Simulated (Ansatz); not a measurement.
Input file for Ansatz (a quantum-chemistry and plane-wave program): R-CCSD(T)/def2-SVP on CH3F2In (SMILES [CH3][In]([F])[F]), a point of a torsion scan. Elements past Kr take the def2 small-core potentials; no spin–orbit coupling. The run froze 12 orbitals, filled d shells among them.

Ansatz 0.2 input:
```yaml
crystal:
  periodic: [false, false, false]
  atoms:
    - {symbol: C, position_ang: [-1.13870731, -0.09787048, -0.00075820]}
    - {symbol: In, position_ang: [1.07563329, 0.03929749, -0.12042727]}
    - {symbol: F, position_ang: [2.27912887, 0.13596564, 1.43798842]}
    - {symbol: F, position_ang: [2.12515102, 0.09564026, -1.78826239]}
    - {symbol: H, position_ang: [-1.41071204, 0.25477455, 0.98600112]}
    - {symbol: H, position_ang: [-1.39825134, -1.13937400, -0.14755957]}
    - {symbol: H, position_ang: [-1.52922064, 0.52900261, -0.79265913]}
basis:
  gaussian:
    orbitals: def2-SVP
magnetization: {spin_polarized: false}
correlation: {method: ccsd_t, electrons: outside_noble_gas}
scf: {lower_state_search: off}
```

It printed:

```
WARN ansatz: RAYON_NUM_THREADS=1 ignored (pool sized by the plan → 1); use --threads N
Functional definition: HF
these checks for a lower state are left out or cut short: stability, starts, cluster_reference, orbital_swaps, neighbouring_geometries, increment
integrals: 0.08 GiB planned
896 factors; integrals over basis functions are off by at most 1.1e-3 eV
mean field: 0.21 GiB planned
mean field evaluation 1: about -11630.2063 eV, gradient 4.5e1 eV
mean field evaluation 2: about -11630.2878 eV, gradient 4.5e1 eV
mean field evaluation 4: about -11634.2616 eV, gradient 2.3e0 eV
mean field evaluation 8: about -11634.3050 eV, gradient 2.0e-1 eV
mean field -11634.30525993 eV, -427.5528322869 hartree, gradient 1.5e-6 eV, S^2 0.000000; 0 other end points of the search recorded, 0 dependent functions left out
12 core orbitals not correlated, not the lowest: weight in the atoms' cores, before any rotation towards them, 0.944 or more for the frozen orbitals, at most 0.042 for the correlated occupied ones
reference -11634.30525993 eV, -427.5528322869 hartree; 12, 12 occupied and 59, 59 virtual orbitals, 896 factors
second order -15.88789053 eV of doubles, -0.00000000 eV of singles
coupled cluster: 0.21 GiB planned
cycle   1  -15.94281678 eV  change   -5.5e-2 eV  update   1.1e-1
cycle   2  -16.30927288 eV  change   -3.7e-1 eV  update   3.8e-2
cycle   3  -16.43857990 eV  change   -1.3e-1 eV  update   2.2e-2
cycle   4  -16.44007659 eV  change   -1.5e-3 eV  update   5.6e-3
cycle   5  -16.43436092 eV  change    5.7e-3 eV  update   2.3e-3
cycle   6  -16.43399239 eV  change    3.7e-4 eV  update   7.2e-4
cycle   7  -16.43394822 eV  change    4.4e-5 eV  update   2.4e-4
cycle   8  -16.43386340 eV  change    8.5e-5 eV  update   7.7e-5
cycle   9  -16.43385777 eV  change    5.6e-6 eV  update   2.6e-5
perturbative correction -0.31903595 eV, -0.0117243548 hartree
Total energy: -11651.05815364 eV, -428.1684897755 hartree
Checks for a lower state left out: stability, starts, cluster_reference, orbital_swaps, neighbouring_geometries, increment
```

Self-consistency was reached.

Cost: about 7 core-seconds (a rough figure).
